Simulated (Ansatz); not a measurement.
Reaction (SMILES): N[SiH-][SiH2]N → [NH-][SiH2]N[SiH3]
Geometries: B3LYP-D3(BJ)/def2-TZVP minima from Ansatz (a program for electronic structure), one conformer each, not searched for the lowest. Frequencies are from Ansatz.

Property: isomerisation energy (enthalpy at 298 K, with B3LYP-D3(BJ) rigid-rotor harmonic-oscillator terms), in kcal/mol. Correlated levels leave the core frozen unless marked. No spin-orbit coupling. Non-relativistic unless marked X2C. Anions need diffuse functions: aug- sets have them; def2-D sets add few; the other sets have none. Basis-set limits of correlation are two-point, X^-3; Hartree-Fock from the larger set.

```
level                                                program  isomerisation energy (kcal/mol)
--------------------------------------------  --------------  -------------------------------
SVWN5/def2-TZVPD                                      Ansatz                            -13.3
revPBE-D3(BJ)/def2-TZVPD                      Ansatz + dftd3                            -13.4
r2SCAN-D3(BJ)/def2-TZVPD                      Ansatz + dftd3                              [?]
PBE0/6-31G*                                           Ansatz                              [?]
PBE0-D4/def2-TZVPD                            Ansatz + dftd4                            -15.1
PBE0/def2-TZVPD                                       Ansatz                            -15.5
CAM-B3LYP/def2-TZVPD                                  Ansatz                              [?]
SCS-MP2/6-31G                                         Ansatz                             12.0
SCS-MP2/cc-pwCVTZ                                     Ansatz                            -24.5
X2C-CCSD(T)/cc-pVTZ-DK                                Ansatz                            -15.1
CCSD(T)/CBS(aug-cc-pV(T+d)Z,aug-cc-pV(Q+d)Z)          Ansatz                            -21.1
```

**Question.** Some entries are withheld; supply them.

**Answer.** 
- r2SCAN-D3(BJ)/def2-TZVPD, isomerisation energy (kcal/mol): -20.2
- PBE0/6-31G*, isomerisation energy (kcal/mol): -9.0
- CAM-B3LYP/def2-TZVPD, isomerisation energy (kcal/mol): -22.0
